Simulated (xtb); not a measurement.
SnCl3, SMILES [Cl][Sn-]([Cl])[Cl], charge -1. All values are semi-empirical tight-binding results from xtb (GFN2-xTB unless named), good for trends rather than for accurate numbers. The structure is a stationary point at GFN2-xTB. The isomer is the one that the SMILES or the coordinates give; other isomers of the formula were not compared.

For metal compounds this method's bond lengths and energies can be far off.

Computed properties:
- point group as xtb finds it = C3v
- orbital gap = 6.17 eV
- zero-point energy = 1.5 kcal/mol
- G − E(el) at 298.15 K (modified RRHO) = -19.3 kcal/mol
